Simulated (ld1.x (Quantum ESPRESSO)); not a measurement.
## Which change was made? (B, TM)

```json
{
 "Element": "boron",
 "Generator": "ld1.x (Quantum ESPRESSO) 7.5",
 "Type": "norm-conserving Troullier–Martins (Kleinman–Bylander form)",
 "Functional": "revPBE",
 "Relativity": "non-relativistic",
 "Frozen core": "[He]",
 "Valence charge": "3",
 "Reference configuration": "2s1 2p0 (charge +2)",
 "Partial waves": "2s (bound): rc 1.45 bohr; 2p (bound, empty): rc 1.60 bohr; 3d channel at 0.25 Ry: rc 1.30 bohr",
 "Local potential": "all-electron potential smoothed inside 1.40 bohr (lloc = -2)",
 "Core correction": "none"
}
```

Cutoffs, loose and tight: the cutoffs (Ry, on a coarse ladder) from which the occupation-weighted sum of valence levels, in a spherical-Bessel basis at the reference potential, stays within 10 and 1 mRy of its value at 400 Ry. They do not see the model core or the augmentation charge, which bear on the density cutoff. Test errors are all-electron minus pseudo excitation energies from the reference, over the configurations 2s2 2p1; 2s2 2p0; 2s2 2p0.5; 2s1 2p2; 2s0 2p3; 2s2 2p1.3; 2s1 2p1; variants that change the core or the reference have their own tests.

The base gives: outcome: generated; cutoff, loose: 18 Ry; cutoff, tight: 50 Ry; bound ghosts: none; largest test error (meV): +312.

(1) After one change the result is: outcome: generated; cutoff, loose: 21 Ry; cutoff, tight: 60 Ry; bound ghosts: none; largest test error (meV): +316. Which change was it?
A. functional LDA (PZ)
B. type ultrasoft; waves now 2s (bound): rcut 1.25, rcutus 1.45 bohr; 2s channel at 3.05 Ry: rcut 1.25, rcutus 1.45 bohr; 2p (bound): rcut 1.40, rcutus 1.60 bohr; 2p channel at -0.1 Ry: rcut 1.40, rcutus 1.60 bohr; 3d channel at 0.25 Ry: rcut 1.15, rcutus 1.30 bohr; local potential all-electron potential smoothed inside 1.05 bohr (lloc = -1); augmentation PSQ, inside the norm-conserving radii
C. all radii scaled by about 0.76 (s 1.10, p 1.22, d 0.98 bohr); local potential all-electron potential smoothed inside 1.06 bohr (lloc = -2)

Results:

(1) C. The others give: functional LDA (PZ) → outcome: generated; cutoff, loose: 18 Ry; cutoff, tight: 50 Ry; bound ghosts: none; largest test error (meV): +231 | type ultrasoft; waves now 2s (bound): rcut 1.25, rcutus 1.45 bohr; 2s channel at 3.05 Ry: rcut 1.25, rcutus 1.45 bohr; 2p (bound): rcut 1.40, rcutus 1.60 bohr; 2p channel at -0.1 Ry: rcut 1.40, rcutus 1.60 bohr; 3d channel at 0.25 Ry: rcut 1.15, rcutus 1.30 bohr; local potential all-electron potential smoothed inside 1.05 bohr (lloc = -1); augmentation PSQ, inside the norm-conserving radii → outcome: generated; cutoff, loose: 6 Ry; cutoff, tight: 15 Ry; bound ghosts: none; largest test error (meV): +241.
